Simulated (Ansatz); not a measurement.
H6N2OSn, SMILES [NH2][SnH]([NH2])[OH].

Coordinates come from a PBE0-D3(BJ)/def2-SVP optimisation. The structure was generated by enumeration; whether it is a known compound was not checked. The def2 effective core potentials stand for the cores of Sn; spin–orbit coupling is left out. The values are those of a single conformer.

Two levels are set side by side: PBE/def2-SVPD (Ansatz, a first-principles code) and PBE0/def2-SVPD (Ansatz). Energy differences of separate SCF runs at the same geometry; the states with an electron removed or added have multiplicity 2 and 2. Differences are taken from unrounded values.

```json
[
 {"quantity": "vertical ionisation energy (eV)", "PBE0": "9.44"},
 {"quantity": "vertical singlet–triplet gap (eV)", "PBE0": "5.34"}
]
```

Problem. What does PBE give, and how far is it from PBE0? (The exact figures need the calculation; the answer reports its results.)

Solution. 
| quantity | PBE | PBE minus PBE0 |
|---|---|---|
| vertical ionisation energy (eV) | 8.97 | -0.47 |
| vertical singlet–triplet gap (eV) | 4.69 | -0.64 |
